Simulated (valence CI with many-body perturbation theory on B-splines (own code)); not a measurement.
E1 transitions of Sr31+

Calculated by configuration interaction combined with many-body perturbation theory (CI+MBPT): five valence electrons over a frozen Dirac-Fock core [He], radial functions for each j: 9 s, 9 p, 8 d, 6 f, 3 g, 1 h, with the one-electron correlation potential Σ1 (screened to all orders), the two-electron term Σ2, the three-electron term Σ3, Breit, model QED; selected single and double excitations, second order for the rest (own B-spline code, finite nucleus).

The last digits are not significant, and no measured levels were compared; by estimate large intervals hold to a few tenths of a per cent, small ones and those within an open d or f shell to about a per cent. Among the levels kept, up to 1500 cm⁻¹ of a level comes from second order outside the variational space, and about a tenth of that is noise between levels of different J, which matters for small intervals.

Lines 201 to 227 of 227 in falling wavelength, among levels below 2402.6 eV, chosen from the strongest by gf and those to the six lowest levels. Wavelengths and rates use the calculated energies. Electric multipoles are in the length gauge, E1 and E2 with the static RPA response of the core. Weak lines are less certain than strong ones. Lines between different terms over intervals too small for the method are left out, as are lines whose strength nearly cancels. The highest levels of a list are the least certain.

Levels are named by their leading jj configuration (3d3/2^4 stands for four electrons in 3d with j = 3/2), which in mixed levels can hold well under half, so a name can repeat and another be missing. Letters in brackets count levels of one name in rising energy.

```tsv
λ vac (Å)	Upper	Lower	A (s⁻¹)	S (a.u.) with core polarisation	S without
5.365	(2s^2 2p3/2^2 3d3/2) J=5/2	(2s^2 2p1/2 2p3/2^2) J=5/2	4.77e+13	2.18e-02	2.18e-02
5.363	(2s 2p1/2^2 2p3/2 3p1/2) J=3/2 [b]	(2s^2 2p1/2 2p3/2^2) J=5/2	8.83e+12	2.69e-03	2.69e-03
5.356	(2s^2 2p3/2^2 3d3/2) J=7/2	(2s^2 2p1/2 2p3/2^2) J=5/2	1.03e+14	6.27e-02	6.27e-02
5.349	(2s^2 2p1/2 2p3/2 3d3/2) J=5/2 [b]	(2s^2 2p1/2^2 2p3/2) J=3/2	5.51e+13	2.50e-02	2.50e-02
5.346	(2s^2 2p1/2 2p3/2 3d3/2) J=3/2 [b]	(2s^2 2p1/2^2 2p3/2) J=3/2	9.38e+13	2.83e-02	2.83e-02
5.340	(2s^2 2p1/2 2p3/2 3d3/2) J=1/2 [b]	(2s^2 2p1/2^2 2p3/2) J=3/2	1.08e+14	1.62e-02	1.62e-02
5.336	(2s 2p1/2^2 2p3/2 3p1/2) J=1/2	(2s^2 2p1/2 2p3/2^2) J=3/2	2.56e+13	3.83e-03	3.84e-03
5.336	(2s^2 2p3/2^2 3d3/2) J=3/2	(2s^2 2p1/2 2p3/2^2) J=3/2	4.78e+13	1.43e-02	1.43e-02
5.333	(2s^2 2p3/2^2 3d3/2) J=5/2	(2s^2 2p1/2 2p3/2^2) J=3/2	3.83e+13	1.72e-02	1.72e-02
5.332	(2s^2 2p3/2^2 3d5/2) J=3/2	(2s^2 2p1/2 2p3/2^2) J=5/2	1.92e+12	5.74e-04	5.75e-04
5.331	(2s^2 2p3/2^2 3d5/2) J=1/2 [a]	(2s^2 2p1/2 2p3/2^2) J=3/2	1.53e+13	2.29e-03	2.30e-03
5.331	(2s^2 2p1/2 2p3/2 3d5/2) J=5/2 [b]	(2s^2 2p1/2^2 2p3/2) J=3/2	2.01e+13	9.00e-03	9.01e-03
5.331	(2s 2p1/2^2 2p3/2 3p1/2) J=3/2 [b]	(2s^2 2p1/2 2p3/2^2) J=3/2	1.62e+13	4.86e-03	4.87e-03
5.325	(2s^2 2p1/2 2p3/2 3d5/2) J=3/2 [b]	(2s^2 2p1/2^2 2p3/2) J=3/2	9.17e+11	2.73e-04	2.74e-04
5.322	(2s^2 2p1/2 2p3/2 3d5/2) J=1/2	(2s^2 2p1/2^2 2p3/2) J=3/2	2.92e+12	4.35e-04	4.35e-04
5.310	(2s^2 2p3/2^2 3d5/2) J=1/2 [b]	(2s^2 2p1/2 2p3/2^2) J=3/2	3.39e+13	5.01e-03	5.02e-03
5.300	(2s 2p1/2^2 2p3/2 3p1/2) J=3/2 [a]	(2s^2 2p1/2^2 2p3/2) J=3/2	1.14e+12	3.36e-04	3.35e-04
5.300	(2s^2 2p3/2^2 3d5/2) J=3/2	(2s^2 2p1/2 2p3/2^2) J=3/2	2.79e+12	8.19e-04	8.20e-04
5.296	(2s 2p1/2^2 2p3/2 3p1/2) J=5/2	(2s^2 2p1/2^2 2p3/2) J=3/2	3.00e+12	1.32e-03	1.32e-03
5.242	(2s 2p1/2^2 2p3/2 3p3/2) J=3/2	(2s^2 2p1/2^2 2p3/2) J=3/2	2.01e+13	5.70e-03	5.70e-03
5.229	(2s 2p1/2^2 2p3/2 3p3/2) J=5/2	(2s^2 2p1/2^2 2p3/2) J=3/2	1.99e+13	8.42e-03	8.41e-03
5.226	(2s 2p1/2^2 2p3/2 3p3/2) J=1/2	(2s^2 2p1/2^2 2p3/2) J=3/2	1.82e+13	2.57e-03	2.57e-03
5.199	(2s 2p1/2^2 2p3/2 3p1/2) J=1/2	(2s^2 2p1/2^2 2p3/2) J=3/2	1.35e+13	1.87e-03	1.87e-03
5.199	(2s^2 2p3/2^2 3d3/2) J=3/2	(2s^2 2p1/2^2 2p3/2) J=3/2	2.48e+12	6.88e-04	6.86e-04
5.194	(2s^2 2p3/2^2 3d5/2) J=1/2 [a]	(2s^2 2p1/2^2 2p3/2) J=3/2	4.92e+12	6.80e-04	6.79e-04
5.194	(2s 2p1/2^2 2p3/2 3p1/2) J=3/2 [b]	(2s^2 2p1/2^2 2p3/2) J=3/2	3.96e+12	1.09e-03	1.09e-03
5.174	(2s^2 2p3/2^2 3d5/2) J=1/2 [b]	(2s^2 2p1/2^2 2p3/2) J=3/2	8.92e+11	1.22e-04	1.22e-04
```
